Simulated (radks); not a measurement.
Results of a calculation; reference values are marked as such.
Problem. These are the eigenvalues of the occupied orbitals of an atom or ion with whole-number occupations (eV). Level of theory: Dirac Kohn-Sham, PBEsol, spin-unpolarised, spherical densities, point nucleus (a radial shooting solver on a logarithmic mesh with Libxc functionals).

1s1/2: -10277.79
2s1/2: -1320.221
2p1/2: -1175.857
2p3/2: -1148.238
3s1/2: -205.6148
3p1/2: -158.7775
3p3/2: -155.0707
3d3/2: -75.9593
3d5/2: -75.4500

Which element is it, and in what charge state? The configuration may be excited. Open shells, if any, fill j = l - 1/2 first.

Solution. Z = 31, gallium, charge +4: Ga4+ in [Ar] 3d9. The list shows which subshells hold electrons but not how many an open one holds; the 1s level, -377.7 hartree, gives Z - s = 27.5 by -(Z - s)^2/2, which with screening and relativity narrows Z to a few neighbours, and the depths of the outer levels then fix element, charge and occupations together.
